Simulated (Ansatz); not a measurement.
Input file for CH$_{6}$BClOSi, SMILES `BOC[SiH2]Cl`:

```yaml
crystal:
  periodic: [false, false, false]
  atoms:
    - {symbol: B, position_ang: [-0.311896, 1.667189, 1.262858]}
    - {symbol: O, position_ang: [-0.701290, 0.972367, 0.182082]}
    - {symbol: C, position_ang: [-0.585391, -0.444554, 0.108985]}
    - {symbol: Si, position_ang: [0.694091, -0.872088, -1.207697]}
    - {symbol: Cl, position_ang: [0.823857, -2.920930, -1.321552]}
    - {symbol: H, position_ang: [0.129814, 1.091696, 2.221816]}
    - {symbol: H, position_ang: [-0.431668, 2.855356, 1.208292]}
    - {symbol: H, position_ang: [-1.561026, -0.857856, -0.162159]}
    - {symbol: H, position_ang: [-0.297215, -0.866511, 1.078540]}
    - {symbol: H, position_ang: [2.018258, -0.332176, -0.818738]}
    - {symbol: H, position_ang: [0.287965, -0.349494, -2.531728]}
basis:
  gaussian: {orbitals: def2-TZVPP}
correlation: {method: ccsd_t}
```

```sh
$ ansatz run in.yaml --threads 4 --pin off --events-out ev --progress --plain --max-ram 10444MiB
```

Output of Ansatz, abridged:

```
Functional definition: HF
1537 factors; integrals over basis functions are off by at most 1.1e-3 eV
mean field evaluation 1: about -24201.4158 eV, gradient 3.2e1 eV
mean field evaluation 2: about -24201.7070 eV, gradient 3.3e1 eV
mean field evaluation 4: about -24204.4383 eV, gradient 4.6e0 eV
mean field evaluation 8: about -24204.4997 eV, gradient 2.2e-1 eV
mean field -24204.49991078 eV, -889.4989653219 hartree, gradient 3.1e-6 eV, S^2 0.000000; 0 other end points of the search recorded, 0 dependent functions left out
13 core orbitals not correlated: weight in the atoms' cores, before any rotation towards them, 1.000 or more for the frozen orbitals, at most 0.000 for the correlated occupied ones
reference -24204.49991078 eV, -889.4989653219 hartree; 15, 15 occupied and 233, 233 virtual orbitals, 1537 factors
second order -22.28732315 eV of doubles, -0.00000000 eV of singles
cycle   1  -23.11485518 eV  change   -8.3e-1 eV  update   1.0e-1
cycle   2  -23.69486893 eV  change   -5.8e-1 eV  update   3.1e-2
cycle   3  -23.82467402 eV  change   -1.3e-1 eV  update   1.7e-2
cycle   4  -23.81103778 eV  change    1.4e-2 eV  update   4.9e-3
cycle   5  -23.81022403 eV  change    8.1e-4 eV  update   2.4e-3
cycle   6  -23.81096635 eV  change   -7.4e-4 eV  update   7.5e-4
cycle   7  -23.81067555 eV  change    2.9e-4 eV  update   2.4e-4
cycle   8  -23.81070601 eV  change   -3.0e-5 eV  update   8.1e-5
cycle   9  -23.81074344 eV  change   -3.7e-5 eV  update   2.5e-5
perturbative correction -0.92183741 eV, -0.0338768999 hartree
Total energy: -24229.23249163 eV, -890.4078709037 hartree
```

It took 2.1 min on 4 threads of an Arm Neoverse V2 on a shared host, with 6 GiB of host memory at the peak.

MP2 recovers 90.1 % of the CCSD(T) correlation energy and the triples give 3.7 %; T1 = 0.0126.
